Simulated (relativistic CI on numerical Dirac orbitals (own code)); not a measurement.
Hyperfine structure of Pr²⁹⁺, mass number 141

Calculated at this level of theory: Dirac-Coulomb-Breit CI, orbitals from a KLI potential per configuration, model QED, unscaled Slater integrals (own radial code, finite nucleus).

Configuration list (outside the closed core [Ar] 3d10): 4s2, 4s.4p, 4p2, 4s.4d, 4d2, 4s.4f, 4p.4d, 4f2, 4p.4f, 4d.4f, 4s.5s, 4s.5p, 4s.5d, 4s.5f, 4s.5g, 4s.6s. Levels of other configurations are missing.

Nuclear spin I = 5/2, μ = 4.266 μN, Q = -0.0589 b (tables of Stone and Pyykkö). The electronic factors are computed for point nuclear moments, without core polarisation or the Bohr-Weisskopf and QED corrections.

```json
{"Level": "4s.4p 3P°_1", "E (cm⁻¹)": "477363", "A (GHz)": "557.1", "B (GHz)": "0.872"}
{"Level": "4s.4p 3P°_2", "E (cm⁻¹)": "681144", "A (GHz)": "260.5", "B (GHz)": "-2.71"}
{"Level": "4s.4p 1P°_1", "E (cm⁻¹)": "792299", "A (GHz)": "-138.4", "B (GHz)": "-2.18"}
{"Level": "4p2 3P_1", "E (cm⁻¹)": "1234894", "A (GHz)": "-20.02", "B (GHz)": "-1.35"}
{"Level": "4p2 1D_2", "E (cm⁻¹)": "1240901", "A (GHz)": "96.88", "B (GHz)": "-2.44"}
{"Level": "4p2 3P_2", "E (cm⁻¹)": "1462045", "A (GHz)": "45.24", "B (GHz)": "0.381"}
{"Level": "4s.4d 3D_1", "E (cm⁻¹)": "1548543", "A (GHz)": "-206.4", "B (GHz)": "-0.218"}
{"Level": "4s.4d 3D_2", "E (cm⁻¹)": "1564159", "A (GHz)": "139", "B (GHz)": "-0.375"}
```

Levels with J = 0, under 50 % of one LS term, or S terms without an open s electron are left out. Small factors come from cancelling terms and can be off by tens of per cent or more.

At this charge energies of transitions that change n are usually good to better than 1 %, and those within a shell (Δn = 0) to a few per cent.

(1) Give the hyperfine levels of 4s.4p 3P°_1 relative to its centre of gravity.

Results:

(1) With K = F(F + 1) − I(I + 1) − J(J + 1), E = AK/2 + B[¾K(K + 1) − I(I + 1)J(J + 1)]/[2I(2I − 1)J(2J − 1)]: F = 3/2: -1949, F = 5/2: -557.8, F = 7/2: 1393 GHz.

LS names give the leading component of a level, which can be under half, so a name can repeat, a term be missing and a line seem to break the LS rules.
